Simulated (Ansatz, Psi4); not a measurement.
System: H9Si4O (charge 0, doublet). SMILES: O[Si]([SiH2])([SiH3])[SiH3]
Coordinates optimised at B3LYP-D3(BJ)/def2-TZVP (Ansatz, a first-principles code):
```xyz
14

O     -0.3192     0.0844    -2.0100
Si    -0.0423    -0.0109    -0.3633
Si     1.6398    -1.5098     0.2524
Si    -1.9665    -0.6773     0.8147
Si     0.6320     2.1306     0.3039
H     -0.5304    -0.7304    -2.4747
H      2.9555    -1.3349    -0.4162
H      1.2686    -2.9498     0.2387
H     -2.4214    -2.0128     0.3495
H     -3.0761     0.2875     0.6162
H     -1.6576    -0.7625     2.2634
H     -0.3499     3.1532    -0.1309
H      1.9625     2.4686    -0.2573
H      0.7197     2.1488     1.7849
```
Charge 0, spin multiplicity 2.

Wanted: size of the dipole moment, in D. Terms: UHF or UKS for open shells; spin-orbit terms left out; LANL2DZ with its own core potentials from Na on; 6-311+G** with 5d, 6d on Na to Ar in Ansatz; six Cartesian d functions in 6-31G* and its kin unless marked 5d; non-relativistic; no dispersion term unless named. First-principles rows: single points at B3LYP-D3(BJ) geometries (Ansatz).

| level | program | size of the dipole moment (D) |
|---|---|---|
| PBE/def2-SVP | Ansatz | 1.15 |
| PBE/6-311+G** | Ansatz | 1.07 |
| B3LYP/STO-3G | Ansatz | 0.79 |
| B3LYP/3-21G | Ansatz | 1.24 |
| B3LYP/LANL2DZ | Ansatz | 1.36 |
| B3LYP/6-31G* | Ansatz | 1.16 |
| B3LYP/6-31+G* | Ansatz | 1.13 |
| B3LYP/def2-SVP | Ansatz | 1.14 |
| wB97X-D/6-31G* | Psi4 | 1.17 |
| wB97X-D/6-311+G** | Psi4 | 1.15 |

No value to compare with is used here. The 10 habitual levels span 0.79 (B3LYP/STO-3G) to 1.36 D (B3LYP/LANL2DZ).

The levels are drawn from those run, B3LYP/6-31G* more often than the rest, none by its result; left out are runs that failed, that the program found above a lower state of the same kind, or whose <S^2> lies over 0.5 above the pure value.
